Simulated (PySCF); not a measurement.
Electronic structure of Ca³⁺ (calcium, charge +3) at the UHF level

Configuration: [Ne] 3s2 3p5, 2P determinant. Calculation: PySCF 2.14, in cc-pVDZ-X2C; scalar relativity by spin-free X2C-1e.

```
Total energy                                                  : -677.163315 hartree
One-electron energy                                           : -904.1119 hartree
Hartree (Coulomb) energy                                      : 261.4541 hartree
Exchange energy                                               : -34.5055 hartree
⟨S²⟩                                                          : 0.7531
⟨L²⟩                                                          : 2.010
Sum of ⟨r⟩                                                    : 11.34 bohr
Sum of ⟨r²⟩                                                   : 13.13 bohr²
Traceless quadrupole moment −½Σ⟨3z² − r²⟩ along its main axis : 0.734 e·bohr²
Langevin diamagnetic susceptibility                           : -10.4 ×10⁻⁶ cm³/mol
Time after the integrals                                      : 0.05 s of wall time on 1 thread of Neoverse-V2 (shared host)
```

```
shell  electrons  mean orbital energy (hartree)  spread (hartree)  rms radius, mean of both spins (bohr)
 1s α          1                     -151.65780                 0                                 0.0888
 1s β          1                     -151.63840                 0                                 0.0888
 2s α          1                      -18.41321                 0                                  0.392
 2s β          1                      -18.39564                 0                                  0.392
 2p α          3                      -15.10165           0.04264                                  0.362
 2p β          3                      -15.06958           0.02754                                  0.362
 3s α          1                       -3.52277                 0                                   1.22
 3s β          1                       -3.35397                 0                                   1.22
 3p α          3                       -2.57240           0.09833                                   1.34
 3p β          2                       -2.50102                 0                                   1.34
```

Densities and radii are taken from the X2C orbitals without a picture-change correction, which distorts them close to the nucleus.
